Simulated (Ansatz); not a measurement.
Basis-set series for C₂H₉AlS (`[CH3][AlH-]([CH3])[SH2+]`). The species carries charge 0 and has multiplicity 1. All single points use the PBE0-D4/def2-TZVP geometry. It is one conformer, not always the lowest.

```csv
functional,basis,functions,energy (Eh),HOMO (eV),LUMO (eV)
PBE0-D4,def2-TZVPP,272,-721.96013,-7.24,-0.49
PBE0-D4,def2-QZVPP,524,-721.98506,-7.25,-0.57
ωB97M-V,def2-TZVPP,272,-722.20766,-9.50,1.48
ωB97M-V,def2-QZVPP,524,-722.23170,-9.51,0.90
```

Task: Give the rows for def2-SVP. (Best estimate.)

Result: Ansatz gave: 
```csv
functional,basis,functions,energy (Eh),HOMO (eV),LUMO (eV)
PBE0-D4,def2-SVP,109,-721.64545,-7.19,-0.05
ωB97M-V,def2-SVP,109,-721.88660,-9.43,1.94
```

Positive LUMOs are unbound and depend on the basis.
